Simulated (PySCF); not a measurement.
Excitation energy of W by level of theory

W [Xe] 4f14 5d4 6s2 (5D) → W [Xe] 4f14 5d5 6s1 (7S), as a difference of total energies. Computed with PySCF 2.14 in x2c-TZVPPall with one added diffuse shell each of s, p, d, f type (12s8p8d4f1g, 113 functions), with scalar relativity by spin-free X2C-1e. The calculations carry no spin-orbit coupling.

| method | excitation energy (eV) |
| --- | --- |
| UHF | -1.144 |
| PBEsol | -0.758 |
| wB97M-V | -0.104 |
| BHandHLYP | -0.073 |

For comparison: -0.187 eV (measured; NIST levels, between the centres of gravity of the two terms).
